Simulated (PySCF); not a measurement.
H₄SiTe. Atoms are numbered in the order given.

```xyz
6

Te     0.0312    -0.6303     0.0000
H     -1.6301    -0.7065     0.0000
Si    -0.0041     1.8836     0.0000
H     -0.6773     2.4116     1.2065
H     -0.6773     2.4116    -1.2065
H      1.4194     2.2857     0.0000
```

Geometry optimised at B3LYP-D3(BJ)/def2-TZVP. The def2 effective core potentials stand for the cores of Te; spin–orbit coupling is left out.

The numbers are results of PySCF with ωB97X/def2-TZVPD, not measurements.

Question: Estimate the frontier levels, gap, dipole moment and polarisability. (Estimate from the structure and the level; the computed values follow.)

Answer: 
| Quantity | Value |
|---|---|
| highest occupied level | -8.67 eV |
| lowest empty level | 0.94 eV |
| orbital gap | 9.62 eV |
| dipole moment | 0.62 D |
| quadrupole, principal values (traceless, Buckingham form, about the centre of nuclear charge) | -4.25, 1.28, 2.97 D·Å |
| mean static polarisability | 73.4 bohr³ (10.88 Å³) |
| polarisability, principal values | 64.6, 65.0, 90.7 bohr³ |
